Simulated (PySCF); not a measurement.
Se(Cl)(Et) (C2H5ClSe), SMILES CC[Se]Cl. The structure is a stationary point at ωB97X-D3(BJ)/def2-SVP. The values are those of a single conformer.

These are ωB97X-D3(BJ)/def2-SVP (PySCF) values and carry that method's errors.

Harmonic wavenumbers (cm⁻¹): 100, 170, 265, 313, 425, 595, 747, 985, 1026, 1090, 1261, 1287, 1406, 1445, 1472, 1487, 3070, 3089, 3161, 3166, 3183. Rotational constants (GHz): 4.328, 2.804, 1.836; symmetry number 1.

Q: Work out the zero-point energy and the ideal-gas rigid-rotor harmonic-oscillator thermochemistry at 298.15 K and 1 atm.

A: ZPE = ½ Σ hcν = ½ × 29744 cm⁻¹ = 177.91 kJ/mol. H − E(el) = 195.45 kJ/mol. Entropy in J/(mol K): translation 170.68, rotation 113.26, vibration 45.31, total 329.25. G − E(el) = 97.28 kJ/mol. Cp = 83.99 J/(mol K). Modes under 150 cm⁻¹ make the vibrational entropy uncertain.
